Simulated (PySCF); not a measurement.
Computed shifts of a molecule C3H7NOSi, PBE/pcSseg-1 (PySCF), GIAO, gas phase, equivalent atoms averaged, in ppm (number of nuclei): ¹³C: 97.6 (1), 86.9 (1), 55.0 (1). ²⁹Si: -48.3 (1). ¹⁵N: 40.0 (1). ¹H: 5.04 (1), 4.04 (3), 2.33 (1), 1.39 (2). References: ¹³C against TMS (σ = 182.0 ppm); ²⁹Si against TMS (σ = 335.4 ppm); ¹⁵N against NH3 (σ = 267.0 ppm); ¹⁷O against H2O (σ = 334.3 ppm); ¹H against TMS (σ = 31.49 ppm), references at their B3LYP-D3(BJ)/def2-TZVP geometries, non-relativistic. Coordinates come from a B3LYP-D3(BJ)/def2-SVP optimisation. One conformer was computed; it need not be the lowest.

Which molecule gave these data?
A) C#C[Si@H](N)OC
B) C[C@@H](C#N)[SiH2]O
C) C[Si@@]1(N)C=CO1
D) C#C[Si@@](C)(N)O

A, C#C[Si@H](N)OC
